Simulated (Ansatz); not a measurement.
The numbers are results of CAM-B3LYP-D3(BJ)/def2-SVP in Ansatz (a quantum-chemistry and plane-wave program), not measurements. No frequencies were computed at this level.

Ansatz 0.2 input:
```yaml
crystal:
  periodic: [false, false, false]
  atoms:
    - { symbol: C, position_ang: [-5.5451, 1.3243, 0.0002] }
    - { symbol: C, position_ang: [-5.144, 2.4908, -0.0006] }
    - { symbol: C, position_ang: [-4.4342, 3.6103, -0.0016] }
    - { symbol: C, position_ang: [-3.5453, 4.4657, -0.004] }
    - { symbol: C, position_ang: [-2.4226, 5.1687, -0.0035] }
    - { symbol: C, position_ang: [-1.2578, 5.5757, -0.0029] }
    - { symbol: C, position_ang: [0.0597, 5.7149, -0.0012] }
    - { symbol: C, position_ang: [1.2856, 5.5762, 0.0003] }
    - { symbol: C, position_ang: [2.5325, 5.128, 0.003] }
    - { symbol: C, position_ang: [3.5711, 4.4621, 0.005] }
    - { symbol: C, position_ang: [4.4972, 3.5149, 0.0064] }
    - { symbol: C, position_ang: [5.1558, 2.4716, 0.0053] }
    - { symbol: C, position_ang: [5.5767, 1.2151, 0.009] }
    - { symbol: C, position_ang: [5.7142, -0.0108, 0.0034] }
    - { symbol: C, position_ang: [5.5571, -1.3268, 0.0057] }
    - { symbol: C, position_ang: [5.1382, -2.4871, -0.0004] }
    - { symbol: C, position_ang: [4.4304, -3.6073, 0.0001] }
    - { symbol: C, position_ang: [3.5494, -4.4709, -0.0018] }
    - { symbol: C, position_ang: [2.4274, -5.1755, -0.0049] }
    - { symbol: C, position_ang: [1.2568, -5.5657, -0.0049] }
    - { symbol: C, position_ang: [-0.06, -5.7078, -0.0067] }
    - { symbol: C, position_ang: [-1.2867, -5.5752, -0.004] }
    - { symbol: C, position_ang: [-2.5319, -5.1226, -0.0037] }
    - { symbol: C, position_ang: [-3.5772, -4.4674, -0.0023] }
    - { symbol: C, position_ang: [-4.5042, -3.5205, -0.0015] }
    - { symbol: C, position_ang: [-5.1544, -2.4722, 0.0008] }
    - { symbol: C, position_ang: [-5.5816, -1.2178, 0.0026] }
    - { symbol: C, position_ang: [-5.7073, 0.0094, 0.002] }
basis:
  gaussian: { orbitals: def2-svp }
hamiltonian:
  xc: cam_b3lyp
  dispersion: d3bj
relax:
  max_steps: 150
```

Output:

```
Functional definition: CAM-B3LYP
4648 factors; integrals over basis functions are off by at most 2.7e-4 eV
1245 factors; integrals over basis functions are off by at most 5.4e-7 eV
mean field evaluation 1: about -28963.5478 eV, gradient 5.4e1 eV
mean field evaluation 2: about -28970.7454 eV, gradient 2.2e1 eV
mean field evaluation 4: about -28972.0501 eV, gradient 1.6e0 eV
mean field evaluation 8: about -28972.2735 eV, gradient 1.5e-1 eV
mean field evaluation 16: about -28972.2738 eV, gradient 9.0e-4 eV
mean field -28972.27376437 eV, -1064.7114227281 hartree, gradient 6.3e-5 eV, S^2 0.000000; 0 other end points of the search recorded, 0 dependent functions left out
reference -28972.27401699 eV, -1064.7114320116 hartree; 84, 84 occupied and 308, 308 virtual orbitals, 4648 factors
relax step   1: F+E_penalty+E_count = -28973.01997841 eV  Δ(F+E_penalty+E_count) = +0.000e0 eV  max|allowed force component| = 1.795e0 eV/Å  Δτ_max = 0.0000 Å  (39 SCF iters, accepted)
these checks for a lower state are left out or cut short: starts, cluster_reference, orbital_swaps, neighbouring_geometries, increment
4648 factors; integrals over basis functions are off by at most 2.8e-4 eV
1245 factors; integrals over basis functions are off by at most 5.4e-7 eV
mean field -28972.59905900 eV, -1064.7233770853 hartree, gradient 1.8e-5 eV, S^2 0.000000; 0 other end points of the search recorded, 0 dependent functions left out
reference -28972.59931338 eV, -1064.7233864334 hartree; 84, 84 occupied and 308, 308 virtual orbitals, 4648 factors
relax step   2: F+E_penalty+E_count = -28973.33894088 eV  Δ(F+E_penalty+E_count) = -3.190e-1 eV  max|allowed force component| = 9.208e-1 eV/Å  Δτ_max = 0.0438 Å  (46 SCF iters, accepted)
these checks for a lower state are left out or cut short: starts, cluster_reference, orbital_swaps, neighbouring_geometries, increment
4648 factors; integrals over basis functions are off by at most 2.8e-4 eV
1245 factors; integrals over basis functions are off by at most 5.4e-7 eV
mean field evaluation 32: about -28972.4411 eV, gradient 5.6e-1 eV
mean field -28972.65369692 eV, -1064.7253849918 hartree, gradient 2.6e-5 eV, S^2 0.000000; 0 other end points of the search recorded, 0 dependent functions left out
reference -28972.65395181 eV, -1064.7253943589 hartree; 84, 84 occupied and 308, 308 virtual orbitals, 4648 factors
relax step   3: F+E_penalty+E_count = -28973.39070306 eV  Δ(F+E_penalty+E_count) = -5.176e-2 eV  max|allowed force component| = 3.312e-1 eV/Å  Δτ_max = 0.0554 Å  (45 SCF iters, accepted)
these checks for a lower state are left out or cut short: starts, cluster_reference, orbital_swaps, neighbouring_geometries, increment
4648 factors; integrals over basis functions are off by at most 2.8e-4 eV
1245 factors; integrals over basis functions are off by at most 5.4e-7 eV
mean field -28972.67321857 eV, -1064.7261023990 hartree, gradient 1.6e-5 eV, S^2 0.000000; 0 other end points of the search recorded, 0 dependent functions left out
reference -28972.67347358 eV, -1064.7261117706 hartree; 84, 84 occupied and 308, 308 virtual orbitals, 4648 factors
relax step   4: F+E_penalty+E_count = -28973.40991651 eV  Δ(F+E_penalty+E_count) = -1.921e-2 eV  max|allowed force component| = 1.772e-1 eV/Å  Δτ_max = 0.0436 Å  (45 SCF iters, accepted)
these checks for a lower state are left out or cut short: starts, cluster_reference, orbital_swaps, neighbouring_geometries, increment
4648 factors; integrals over basis functions are off by at most 2.8e-4 eV
1245 factors; integrals over basis functions are off by at most 5.4e-7 eV
mean field -28972.67979774 eV, -1064.7263441791 hartree, gradient 2.5e-5 eV, S^2 0.000000; 0 other end points of the search recorded, 0 dependent functions left out
reference -28972.68005289 eV, -1064.7263535559 hartree; 84, 84 occupied and 308, 308 virtual orbitals, 4648 factors
relax step   5: F+E_penalty+E_count = -28973.41656560 eV  Δ(F+E_penalty+E_count) = -6.649e-3 eV  max|allowed force component| = 2.976e-2 eV/Å  Δτ_max = 0.0209 Å  (45 SCF iters, accepted)
these checks for a lower state are left out or cut short: starts, cluster_reference, orbital_swaps, neighbouring_geometries, increment
4648 factors; integrals over basis functions are off by at most 2.8e-4 eV
1245 factors; integrals over basis functions are off by at most 5.4e-7 eV
mean field -28972.67985468 eV, -1064.7263462718 hartree, gradient 2.1e-5 eV, S^2 0.000000; 0 other end points of the search recorded, 0 dependent functions left out
reference -28972.68010981 eV, -1064.7263556475 hartree; 84, 84 occupied and 308, 308 virtual orbitals, 4648 factors
relax step   6: F+E_penalty+E_count = -28973.41671430 eV  Δ(F+E_penalty+E_count) = -1.487e-4 eV  max|allowed force component| = 1.276e-2 eV/Å  Δτ_max = 0.0034 Å  (46 SCF iters, accepted)
these checks for a lower state are left out or cut short: starts, cluster_reference, orbital_swaps, neighbouring_geometries, increment
4648 factors; integrals over basis functions are off by at most 2.8e-4 eV
1245 factors; integrals over basis functions are off by at most 5.4e-7 eV
mean field evaluation 64: about -28972.6800 eV, gradient 2.0e-5 eV
mean field -28972.67998924 eV, -1064.7263512168 hartree, gradient 2.0e-5 eV, S^2 0.000000; 0 other end points of the search recorded, 0 dependent functions left out
reference -28972.68024437 eV, -1064.7263605924 hartree; 84, 84 occupied and 308, 308 virtual orbitals, 4648 factors
relax step   7: F+E_penalty+E_count = -28973.41685280 eV  Δ(F+E_penalty+E_count) = -1.385e-4 eV  max|allowed force component| = 1.239e-2 eV/Å  Δτ_max = 0.0036 Å  (46 SCF iters, accepted)
these checks for a lower state are left out or cut short: starts, cluster_reference, orbital_swaps, neighbouring_geometries, increment
4648 factors; integrals over basis functions are off by at most 3.2e-4 eV
1245 factors; integrals over basis functions are off by at most 5.3e-7 eV
mean field -28972.44347999 eV, -1064.7176596622 hartree, gradient 1.6e-5 eV, S^2 0.000000; 0 other end points of the search recorded, 0 dependent functions left out
reference -28972.44373538 eV, -1064.7176690476 hartree; 84, 84 occupied and 308, 308 virtual orbitals, 4648 factors
relax step   8: F+E_penalty+E_count = -28973.18050538 eV  Δ(F+E_penalty+E_count) = +2.363e-1 eV  max|allowed force component| = 3.958e0 eV/Å  Δτ_max = 0.0285 Å  (47 SCF iters, rejected (line search))
these checks for a lower state are left out or cut short: starts, cluster_reference, orbital_swaps, neighbouring_geometries, increment
4648 factors; integrals over basis functions are off by at most 2.8e-4 eV
1245 factors; integrals over basis functions are off by at most 5.3e-7 eV
mean field -28972.67969509 eV, -1064.7263404069 hartree, gradient 1.7e-5 eV, S^2 0.000000; 0 other end points of the search recorded, 0 dependent functions left out
reference -28972.67995020 eV, -1064.7263497821 hartree; 84, 84 occupied and 308, 308 virtual orbitals, 4648 factors
relax step   9: F+E_penalty+E_count = -28973.41660696 eV  Δ(F+E_penalty+E_count) = +2.458e-4 eV  max|allowed force component| = 2.146e-2 eV/Å  Δτ_max = 0.0103 Å  (46 SCF iters, rejected (line search))
these checks for a lower state are left out or cut short: starts, cluster_reference, orbital_swaps, neighbouring_geometries, increment
4648 factors; integrals over basis functions are off by at most 2.8e-4 eV
1245 factors; integrals over basis functions are off by at most 5.4e-7 eV
mean field -28972.68006050 eV, -1064.7263538353 hartree, gradient 2.0e-5 eV, S^2 0.000000; 0 other end points of the search recorded, 0 dependent functions left out
reference -28972.68031561 eV, -1064.7263632107 hartree; 84, 84 occupied and 308, 308 virtual orbitals, 4648 factors
relax step  10: F+E_penalty+E_count = -28973.41696521 eV  Δ(F+E_penalty+E_count) = -1.124e-4 eV  max|allowed force component| = 5.095e-3 eV/Å  Δτ_max = 0.0034 Å  (46 SCF iters, accepted)
these checks for a lower state are left out or cut short: starts, cluster_reference, orbital_swaps, neighbouring_geometries, increment
4648 factors; integrals over basis functions are off by at most 2.8e-4 eV
1245 factors; integrals over basis functions are off by at most 5.4e-7 eV
mean field -28972.68009116 eV, -1064.7263549624 hartree, gradient 2.0e-5 eV, S^2 0.000000; 0 other end points of the search recorded, 0 dependent functions left out
reference -28972.68034630 eV, -1064.7263643383 hartree; 84, 84 occupied and 308, 308 virtual orbitals, 4648 factors
relax step  11: F+E_penalty+E_count = -28973.41697745 eV  Δ(F+E_penalty+E_count) = -1.224e-5 eV  max|allowed force component| = 6.363e-3 eV/Å  Δτ_max = 0.0030 Å  (46 SCF iters, accepted)
4648 factors; integrals over basis functions are off by at most 2.8e-4 eV
1245 factors; integrals over basis functions are off by at most 5.4e-7 eV
mean field evaluation 96: about -28963.9989 eV, gradient 5.5e1 eV
mean field -28972.68009116 eV, -1064.7263549624 hartree, gradient 2.0e-5 eV, S^2 0.000000; 1 other end points of the search recorded, 0 dependent functions left out
reference -28972.68034630 eV, -1064.7263643383 hartree; 84, 84 occupied and 308, 308 virtual orbitals, 4648 factors
Total energy: -28973.41723258 eV, -1064.7534444099 hartree
Atom 0 at    -5.609488     1.350325    -0.001321 Å, force     0.001263     0.000942     0.000300 eV/Å
Atom 1 at    -5.204196     2.506575    -0.000842 Å, force    -0.000106    -0.002880    -0.002214 eV/Å
Atom 2 at    -4.466238     3.648934    -0.001079 Å, force    -0.001508     0.003339    -0.000057 eV/Å
Atom 3 at    -3.600371     4.515779    -0.001185 Å, force     0.001855    -0.003539     0.004203 eV/Å
Atom 4 at    -2.440106     5.225325     0.000182 Å, force    -0.001182     0.002636    -0.002914 eV/Å
Atom 5 at    -1.284015     5.630980     0.001161 Å, force    -0.000315    -0.001475     0.000334 eV/Å
Atom 6 at     0.069109     5.767813     0.002107 Å, force     0.001743     0.000758    -0.000436 eV/Å
Atom 7 at     1.286700     5.631402     0.002759 Å, force    -0.001787    -0.001908     0.001541 eV/Å
Atom 8 at     2.565013     5.167047     0.003639 Å, force    -0.000281     0.001139    -0.000167 eV/Å
Atom 9 at     3.602332     4.515089     0.003920 Å, force    -0.000147    -0.000594    -0.003823 eV/Å
Atom 10 at     4.552670     3.542201     0.003163 Å, force     0.002132    -0.000145     0.005443 eV/Å
Atom 11 at     5.204810     2.504975     0.003226 Å, force    -0.002512    -0.000608    -0.004664 eV/Å
Atom 12 at     5.639243     1.216181     0.002616 Å, force     0.002625    -0.002757     0.005721 eV/Å
Atom 13 at     5.776796    -0.001295     0.002890 Å, force    -0.002337     0.002673    -0.006363 eV/Å
Atom 14 at     5.609641    -1.351055     0.001846 Å, force    -0.001001    -0.002639     0.005203 eV/Å
Atom 15 at     5.204527    -2.507362     0.001429 Å, force     0.002308     0.002019    -0.004102 eV/Å
Atom 16 at     4.468748    -3.651215     0.000273 Å, force    -0.003839     0.000827     0.003503 eV/Å
Atom 17 at     3.601226    -4.516423    -0.000418 Å, force     0.003233     0.000750    -0.003631 eV/Å
Atom 18 at     2.441500    -5.226825    -0.001636 Å, force     0.000237     0.002054     0.003467 eV/Å
Atom 19 at     1.284407    -5.629624    -0.002132 Å, force    -0.000135    -0.001291    -0.003668 eV/Å
Atom 20 at    -0.068686    -5.766206    -0.002779 Å, force    -0.000248    -0.000871     0.004194 eV/Å
Atom 21 at    -1.286164    -5.628775    -0.002321 Å, force     0.000199     0.000925    -0.001743 eV/Å
Atom 22 at    -2.564710    -5.165276    -0.001939 Å, force    -0.003293    -0.000721     0.001632 eV/Å
Atom 23 at    -3.602931    -4.514664    -0.001816 Å, force     0.003452     0.001918    -0.006123 eV/Å
Atom 24 at    -4.553666    -3.542181    -0.003197 Å, force    -0.004991     0.000876     0.004922 eV/Å
Atom 25 at    -5.207068    -2.505700    -0.003515 Å, force     0.005132    -0.000299    -0.000645 eV/Å
Atom 26 at    -5.641035    -1.216729    -0.003089 Å, force    -0.001137     0.002397     0.001073 eV/Å
Atom 27 at    -5.778249     0.000802    -0.002142 Å, force     0.000642    -0.003526    -0.000985 eV/Å
Dipole moment:    -0.001885    -0.002584    -0.000040 e Å
```

Cost: very roughly 14 core-minutes.
